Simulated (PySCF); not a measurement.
## Simulated absorption spectrum

Species: C4H8F2Si.
SMILES: `F[C@@H]1C[SiH2][C@@H](F)C1`

Level of theory: TDDFT CAM-B3LYP/def2-SVPD, vertical, gas phase, core orbitals frozen in the response (PySCF). Geometry: PBE0-D3(BJ)/def2-SVP, one conformer, isolated molecule.

Computed states:

| state | E (eV) | f |
| --- | --- | --- |
| S1 | 7.57 | 0.024 |
| S2 | 7.92 | 0.013 |
| S3 | 8.02 | 0.042 |
| S4 | 8.34 | 0.068 |
| S5 | 8.57 | 0.011 |
| S6 | 8.64 | 0.0013 |
| S7 | 8.66 | 0.0040 |
| S8 | 8.80 | 0.032 |
| S9 | 8.83 | 0.103 |
| S10 | 8.93 | 0.017 |

Each state is given a Gaussian of 0.25 eV full width at half maximum, with ε(max) = 2.175×10⁸ f / Δν̃ (Δν̃ the width in cm⁻¹). The cross-section is σ = 3.8235×10⁻²¹ ε cm², given in Mb (10⁻¹⁸ cm²). The width is an assumption, not a result. The curve ends short of the highest state used, and states not computed would add to its high-energy end.

**Question.** What does the envelope look like, and where are its maxima?

**Answer.** 
```tsv
E (eV)	σ (Mb)
7.20	0.02
7.23	0.06
7.26	0.14
7.29	0.30
7.33	0.75
7.36	1.37
7.39	2.31
7.42	3.58
7.46	5.68
7.49	7.32
7.52	8.70
7.55	9.56
7.59	9.59
7.62	8.81
7.65	7.56
7.68	6.19
7.72	4.79
7.75	4.44
7.78	4.92
7.81	6.27
7.85	9.35
7.88	12.33
7.91	15.49
7.94	18.36
7.98	20.89
8.01	21.38
8.04	20.59
8.07	18.83
8.11	16.06
8.14	14.65
8.17	14.52
8.20	15.95
8.24	19.92
8.27	23.54
8.30	26.68
8.33	28.46
```

Maxima: 164 nm (7.57 eV), ε about 2500, made up of S1 (100%); 155 nm (8.01 eV), ε about 5600, made up of S2 (19%) and S3 (81%) (ε in L mol⁻¹ cm⁻¹; maxima over ε = 5, shares over 10%). At its high-energy end, 8.33 eV, the curve is still rising (ε about 7400, from S4).

**Question.** Coming from long wavelengths, where does ε first pass 100 L mol⁻¹ cm⁻¹?

**Answer.** At about 170 nm (7.30 eV), 0.27 eV below S1.

**Question.** What would ε be at 8.01 eV, the highest of these maxima, with half the width (0.125 eV)?

**Answer.** About 9590 L mol⁻¹ cm⁻¹ against 5590, a factor of about 1.7; a lone state at its own centre would give exactly 2.

The vertical ionisation energy (ΔSCF) is 10.63 eV, 1.70 eV above S10.

Time: 4.8 min (grids of density and orbitals included); peak memory 1.0 GiB. Hardware: Arm Neoverse V1, one thread, no GPU (shared host).
